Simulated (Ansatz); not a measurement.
Relaxation of C4H7BO (13 atoms, charge 0, multiplicity 1), to a largest force component of 0.015 eV/Å in at most 40 steps.

These are results of RKS BHLYP-D4/def2-SVP in Ansatz, not measurements.

```xyz
13
Properties=species:S:1:pos:R:3
C 0.942 -1.545 -0.853
C 0.513 -0.811 0.208
O 0.339 -1.470 1.412
C 0.381 0.691 0.119
B 1.617 1.437 0.956
C 0.112 1.343 1.476
H 1.067 -1.009 -1.816
H 1.101 -2.550 -0.801
H 0.135 -0.956 2.317
H 0.069 1.203 -0.745
H 2.775 1.811 1.036
H -0.425 2.298 1.401
H 0.038 0.703 2.414
```

Q: Where does it end, and by what steps?

A: The forces met the threshold. After 18 steps the energy has fallen by 1.269 eV; O3 moved furthest, 0.55 Å.

| step | energy less start (eV) | largest force component (eV/Å) | accepted |
| --- | --- | --- | --- |
| 0 | 0.0000 | 4.220 | yes |
| 1 | -0.9906 | 1.572 | yes |
| 2 | -1.1710 | 0.555 | yes |
| 3 | -1.2078 | 0.249 | yes |
| 4 | -1.2241 | 0.159 | yes |
| 5 | -1.2341 | 0.431 | yes |
| 6 | -1.2428 | 0.328 | yes |
| 7 | -1.2453 | 0.559 | yes |
| 8 | -1.2563 | 0.195 | yes |
| 9 | -1.2588 | 0.168 | yes |
| 10 | -1.2633 | 0.157 | yes |
| 11 | -1.2658 | 0.131 | yes |
| 12 | -1.2671 | 0.096 | yes |
| 13 | -1.2680 | 0.074 | yes |
| 14 | -1.2684 | 0.034 | yes |
| 15 | -1.2687 | 0.032 | yes |
| 16 | -1.2689 | 0.036 | yes |
| 17 | -1.2690 | 0.020 | yes |
| 18 | -1.2691 | 0.007 | yes |

```xyz
13
Properties=species:S:1:pos:R:3
C 0.703 -1.562 -0.895
C 0.718 -0.825 0.210
O 0.885 -1.426 1.420
C 0.658 0.655 0.232
B 1.580 1.491 1.137
C 0.089 1.429 1.440
H 0.636 -1.096 -1.870
H 0.788 -2.640 -0.832
H 0.348 -0.992 2.078
H 0.406 1.090 -0.733
H 2.669 1.875 1.406
H -0.566 2.267 1.213
H -0.251 0.880 2.320
```

Whether the end is a true minimum wasn't checked by a vibrational analysis.

Time of the run: 61 s on 2 threads of Intel(R) Xeon(R) Platinum 8488C (Sapphire Rapids), with other jobs on the host, peak memory 0.29 GiB.
